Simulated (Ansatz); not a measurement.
Mulliken charges of CH4GeS (`C[S][GeH]`) from r2SCAN/def2-TZVPP in Ansatz (PBE0-D4/def2-TZVP geometry).

```csv
atom,x (Å),y (Å),z (Å),charge (e)
C1,-0.788,0.742,-0.275,-0.130
S2,0.550,0.167,0.803,-0.176
Ge3,1.195,-1.706,-0.131,0.132
H4,-0.951,0.047,-1.099,0.076
H5,-0.525,1.722,-0.675,0.085
H6,-1.702,0.832,0.310,0.084
H7,2.283,-1.872,1.021,-0.071
```

Problem. By hand: the dipole of these point charges (1 e Å = 4.8032 D).

Solution. Σ q r = (-0.259, 0.002, -0.310) e Å, of length 0.404 e Å = 1.94 D.

Problem. How does the dipole of the full density compare? (Estimate.)

Solution. Ansatz gave: (-0.241, 0.095, -0.202) e Å, 1.58 D; the point charges give 1.23 times that, at 19° from its direction.

Point charges leave out the atoms' own dipoles, such as those of lone pairs, and Mulliken's split depends on the basis, so the two needn't agree.
